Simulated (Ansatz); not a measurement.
**Relative stability**

Two relaxed structures of SiHSeO, doublet (PBE0-D4/def2-TZVP; forces vanish, vibrations not checked).

A:

```xyz
4
angstrom
O 0.8367 -0.8472 0.1291
Si -0.0276 0.3250 -0.6407
Se -1.0035 -1.1986 0.6332
H 0.1945 1.7208 -0.1216
```

B:

```
4
angstrom
O 0.7086 -0.8225 0.2024
Si -0.9141 -1.1740 0.7201
Se 0.0423 0.4204 -0.9161
H 0.1638 1.5801 -0.0049
```

Program: Ansatz 0.2.0. Basis: def2-TZVPP. Cores are frozen in the correlated methods; orbitals are unrestricted. Filled d shells of the heavier atoms are correlated. The def2 sets are not built for correlating such inner shells, so the correlated values are less sure here. B3LYP uses VWN-RPA correlation.

**Question.** Which structure is lower at CCSD(T), and by how much? (An estimate is asked for; the value comes from the calculation.)

**Answer.** The calculation gives: A, by 0.501 eV (electronic energy, against the other). By their contacts, A is SiHSeO ([O]1[SiH][Se]1) and B is SiHSeO ([O]1[Si][SeH]1).

All methods give the same order:

```csv
method,E(B) − E(A) (eV)
PBE-D4,0.553
r2SCAN-D4,0.674
PBE0-D4,0.547
B3LYP-D4,0.552
wB97M-V,0.488
HF,0.550
MP2,0.594
CCSD,0.474
CCSD(T),0.501
```

The T1 diagnostic stays at or below 0.020. ⟨S²⟩ of the unrestricted Hartree–Fock references: 0.78 to 0.79 (a pure state has 0.75).

Labels in which every atom is bracketed show which atoms are joined, not bond orders.

For scale, one of the runs: CCSD(T)/def2-TZVPP, 135 basis functions, launched by `ansatz run in.yaml --threads 2 --pin off --events-out ev --progress --plain --max-ram 4352MiB`. Hardware: 2 CPU threads of an Arm Neoverse V1, shared host. Wall time 110 s; peak host memory 1.6 GiB.
